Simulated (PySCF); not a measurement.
## EPR parameters of C6H11OS

Compound: C₆H₁₁OS (doublet state).
Structure used (GFN2-xTB), in Å, numbered top down from 1:
```xyz
19
C6H11OS angstrom
C      3.353   -0.529    0.507
C      2.204    0.331    0.156
O      1.113   -0.282   -0.387
C     -0.075    0.411   -0.376
C     -1.121   -0.344   -1.190
C     -2.476   -0.176   -0.515
C     -2.237   -0.412    0.966
S     -0.758    0.568    1.374
H      3.348   -1.416   -0.122
H      3.312   -0.856    1.554
H      4.288    0.011    0.369
H      2.073    1.315    0.576
H      0.060    1.450   -0.704
H     -0.828   -1.397   -1.189
H     -1.132    0.012   -2.220
H     -3.209   -0.878   -0.913
H     -2.844    0.840   -0.668
H     -2.028   -1.461    1.179
H     -3.052   -0.063    1.595
```

The hyperfine couplings belong to this conformer and change with its torsions.

Identity: `C[CH]O[C@H]1CCCS1` [radical].

Method used: UKS B3LYP, pcH-1 on C H O S, non-relativistic, mean-field spin-orbit, GIAO (PySCF). Isolated species at its GFN2-xTB geometry (one conformer only). A GFN2-xTB geometry isn't a minimum of the functional, and hyperfine couplings can be far from their values at a DFT geometry. No stability test was run, so a lower SCF solution isn't excluded.

```json
{
 "g1, g2, g3": "2.00214, 2.00348, 2.00474",
 "g_iso": "2.00346",
 "Form of g": "rhombic: the two nearest values differ by 48 % of g3 − g1",
 "⟨S²⟩": "0.7536 (exact 0.7500)",
 "HOMO–LUMO gap, α and β orbitals": "5.04, 5.18 eV"
}
```

Isotropic coupling and dipolar principal values T1 to T3, in mT; ρ(0) is the spin density at the nucleus (MHz turned into mT with g_iso):

```json
{"atom": "C1", "isotope": "13C", "a_iso": "-0.89", "of which spin–orbit": "0.00", "T1": "-0.07", "T2": "-0.03", "T3": "0.10", "Mulliken spin population": "-0.07", "ρ(0) (bohr⁻³)": "-0.0222"}
{"atom": "C2", "isotope": "13C", "a_iso": "4.30", "of which spin–orbit": "0.00", "T1": "-2.78", "T2": "-2.72", "T3": "5.50", "Mulliken spin population": "0.91", "ρ(0) (bohr⁻³)": "0.1073"}
{"atom": "O3", "isotope": "17O", "a_iso": "-0.78", "of which spin–orbit": "0.00", "T1": "-1.92", "T2": "0.92", "T3": "1.00", "Mulliken spin population": "0.09", "ρ(0) (bohr⁻³)": "0.0363"}
{"atom": "C4", "isotope": "13C", "a_iso": "-0.01", "of which spin–orbit": "0.00", "T1": "-0.06", "T2": "-0.04", "T3": "0.10", "Mulliken spin population": "-0.01", "ρ(0) (bohr⁻³)": "-0.0003"}
{"atom": "C5", "isotope": "13C", "a_iso": "-0.06", "of which spin–orbit": "0.00", "T1": "-0.02", "T2": "-0.01", "T3": "0.03", "Mulliken spin population": "0.00", "ρ(0) (bohr⁻³)": "-0.0015"}
{"atom": "C6", "isotope": "13C", "a_iso": "0.00", "of which spin–orbit": "0.00", "T1": "-0.01", "T2": "0.00", "T3": "0.01", "Mulliken spin population": "0.00", "ρ(0) (bohr⁻³)": "-0.0001"}
{"atom": "C7", "isotope": "13C", "a_iso": "0.02", "of which spin–orbit": "0.00", "T1": "-0.01", "T2": "0.00", "T3": "0.01", "Mulliken spin population": "0.00", "ρ(0) (bohr⁻³)": "0.0006"}
{"atom": "S8", "isotope": "33S", "a_iso": "-0.07", "of which spin–orbit": "0.00", "T1": "-0.12", "T2": "-0.10", "T3": "0.23", "Mulliken spin population": "0.03", "ρ(0) (bohr⁻³)": "-0.0056"}
{"atom": "H9", "isotope": "1H", "a_iso": "0.63", "of which spin–orbit": "0.00", "T1": "-0.17", "T2": "-0.15", "T3": "0.32", "Mulliken spin population": "0.01", "ρ(0) (bohr⁻³)": "0.0040"}
{"atom": "H10", "isotope": "1H", "a_iso": "4.77", "of which spin–orbit": "0.00", "T1": "-0.17", "T2": "-0.10", "T3": "0.28", "Mulliken spin population": "0.06", "ρ(0) (bohr⁻³)": "0.0299"}
{"atom": "H11", "isotope": "1H", "a_iso": "1.65", "of which spin–orbit": "0.00", "T1": "-0.18", "T2": "-0.17", "T3": "0.35", "Mulliken spin population": "0.01", "ρ(0) (bohr⁻³)": "0.0103"}
{"atom": "H12", "isotope": "1H", "a_iso": "-1.91", "of which spin–orbit": "0.00", "T1": "-1.29", "T2": "-0.01", "T3": "1.30", "Mulliken spin population": "-0.04", "ρ(0) (bohr⁻³)": "-0.0120"}
{"atom": "H13", "isotope": "1H", "a_iso": "0.36", "of which spin–orbit": "0.00", "T1": "-0.14", "T2": "-0.12", "T3": "0.27", "Mulliken spin population": "0.01", "ρ(0) (bohr⁻³)": "0.0022"}
{"atom": "H14", "isotope": "1H", "a_iso": "-0.01", "of which spin–orbit": "0.00", "T1": "-0.07", "T2": "-0.06", "T3": "0.13", "Mulliken spin population": "0.00", "ρ(0) (bohr⁻³)": "-0.0001"}
{"atom": "H15", "isotope": "1H", "a_iso": "0.06", "of which spin–orbit": "0.00", "T1": "-0.05", "T2": "-0.04", "T3": "0.09", "Mulliken spin population": "0.00", "ρ(0) (bohr⁻³)": "0.0004"}
{"atom": "H16", "isotope": "1H", "a_iso": "0.01", "of which spin–orbit": "0.00", "T1": "-0.02", "T2": "-0.02", "T3": "0.03", "Mulliken spin population": "0.00", "ρ(0) (bohr⁻³)": "0.0000"}
{"atom": "H17", "isotope": "1H", "a_iso": "0.00", "of which spin–orbit": "0.00", "T1": "-0.02", "T2": "-0.02", "T3": "0.04", "Mulliken spin population": "0.00", "ρ(0) (bohr⁻³)": "0.0000"}
{"atom": "H18", "isotope": "1H", "a_iso": "0.00", "of which spin–orbit": "0.00", "T1": "-0.03", "T2": "-0.02", "T3": "0.05", "Mulliken spin population": "0.00", "ρ(0) (bohr⁻³)": "0.0000"}
{"atom": "H19", "isotope": "1H", "a_iso": "0.03", "of which spin–orbit": "0.00", "T1": "-0.02", "T2": "-0.02", "T3": "0.05", "Mulliken spin population": "0.00", "ρ(0) (bohr⁻³)": "0.0002"}
```

Largest spin populations (Mulliken): C2 (+0.91), O3 (+0.09) and C1 (-0.07). No atom but C2 exceeds +0.15. The positive populations add up to 1.13 and the negative ones to -0.13, together 2S = 1. The angles at C2 add up to 357.2°, so it is nearly planar; its axial dipolar tensor and the negative coupling of its proton fit spin in a p orbital normal to that plane.

Axes: g3 points within 15° of the C2–H12 bond.

Under fast tumbling the dipolar parts average out, and these isotropic splittings remain: 3 × 1H (H9/H10/H11, I = 1/2, 4 lines) with 2.35 mT, 1 × 1H (H12, I = 1/2, 2 lines) with 1.91 mT, 1 × 1H (H13, I = 1/2, 2 lines) with 0.36 mT and 1 × 1H (H15, I = 1/2, 2 lines) with 0.06 mT.

Class means assume fast exchange of nuclei equivalent by connectivity; if that motion is slow, each nucleus keeps its own coupling. The three 1H nuclei of mean +65.9 MHz run from 17.8 to 133.7 MHz in the frozen geometry.

The 17O coupling of O3 (-22.0 MHz) shows only in satellite lines or after enrichment, since that isotope makes up about 0.038 % of natural oxygen.

The 13C coupling of C2 (120.6 MHz) shows only in satellite lines or after enrichment, since that isotope makes up about 1.07 % of natural carbon.

Examples of negative spin density at the nucleus (bohr⁻³): C1 (-0.0222), H12 (-0.0120) and S8 (-0.0056).

On an Arm Neoverse V1 with one thread, on a shared host, this took 2.2 min wall (with the writing of density and orbital grids) and 1.0 GiB of memory at its peak.
